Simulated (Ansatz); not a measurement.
Stepwise reaction of `[NH2][Ti]([NH2])([Cl])[Cl]` with ammonia, as a gas-phase model of exchange steps in deposition or etching. ΔE in kJ/mol.

Computed with Ansatz on PBE0-D4/def2-TZVP structures; ΔE is electronic, products minus reactants. CCSD(T)/CBS adds triple-zeta CCSD(T) − MP2 to the extrapolated MP2 energy (def2 sets, frozen cores). This one scheme is used for every species. DFT in def2-TZVPP. B3LYP here is the variant with VWN-RPA as its local correlation; programs differ in this. For Ti outer-core shells are correlated without core-valence functions, which leaves a few kJ/mol of doubt a bond. Scalar relativity is left out up to krypton. Each species was taken in one conformer, which may not be the lowest.

```
step                                                                  reaction  PBE-D4  B3LYP-D4  ωB97M-V  CCSD(T)/CBS
   1  `[NH2][Ti]([NH2])([Cl])[Cl]` + NH₃ → `[NH2][Ti]([NH2])([NH2])[Cl]` + HCl    89.1      88.5     86.4         86.4
```

**Question.** Give the row of step 2, `[NH2][Ti]([NH2])([NH2])[Cl]` + NH₃ → `[NH2][Ti]([NH2])([NH2])[NH2]` + HCl. (An estimate is asked.)

**Answer.** Ansatz gave: 
```csv
step,reaction,PBE-D4,B3LYP-D4,ωB97M-V,CCSD(T)/CBS
2,`[NH2][Ti]([NH2])([NH2])[Cl]` + NH₃ → `[NH2][Ti]([NH2])([NH2])[NH2]` + HCl,113.8,112.9,111.5,111.2
```

**Question.** By hand: ΔE of the 2 steps together at CCSD(T)/CBS.

**Answer.** (86.4) + (111.2) = 197.6 kJ/mol, or 98.8 kJ/mol a step.

In ΔE each step is higher than the one before. All are uphill at CCSD(T)/CBS. PBE-D4 differs from CCSD(T)/CBS by 2.6 to 2.7 kJ/mol a step. Isolated molecules leave out the surface, adducts and barriers. Largest T1 diagnostic: 0.025.
